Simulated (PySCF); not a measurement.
CH10N2Si2, SMILES NC[SiH2][SiH2]N.

The structure is a stationary point at B3LYP-D3(BJ)/def2-SVP. The structure was generated by enumeration, and PubChem lists no compound with its InChIKey, so it may never have been made. Other conformers were not sampled.

These are PySCF 2.14.0 with TDDFT-PBE/def2-SVPD values and carry that method's errors.

Vertical excitations. Isolated molecule, no solvent.

| state | energy (eV) | λ (nm) | f | main pairs |
|---|---|---|---|---|
| S1 | 4.17 | 297 | 0.023 | HOMO→LUMO 99 % |
| S2 | 4.82 | 257 | 0.005 | HOMO−1→LUMO 98 % |
| S3 | 5.00 | 248 | 0.015 | HOMO→LUMO+1 90 % |
| S4 | 5.08 | 244 | 0.002 | HOMO→LUMO+2 91 % |
| S5 | 5.37 | 231 | 0.002 | HOMO→LUMO+3 98 % |
| S6 | 5.58 | 222 | 0.006 | HOMO−1→LUMO+1 95 % |
| S7 | 5.82 | 213 | 0.010 | HOMO−1→LUMO+2 69 %, HOMO→LUMO+4 27 % |
| S8 | 5.88 | 211 | 0.034 | HOMO→LUMO+4 63 %, HOMO−1→LUMO+2 22 % |
| S9 | 6.01 | 206 | 0.019 | HOMO−1→LUMO+3 50 %, HOMO→LUMO+5 47 % |
| S10 | 6.08 | 204 | 0.057 | HOMO→LUMO+5 47 %, HOMO−1→LUMO+3 40 % |
| T1 | 3.96 | 313 | 0 | HOMO→LUMO 99 % |
| T2 | 4.49 | 276 | 0 | HOMO−1→LUMO 98 % |
| T3 | 4.83 | 257 | 0 | HOMO→LUMO+1 96 % |
| T4 | 4.96 | 250 | 0 | HOMO→LUMO+2 95 % |
Triplets are in the Tamm–Dancoff approximation, which puts them higher than full response would, so one can lie above its singlet here.
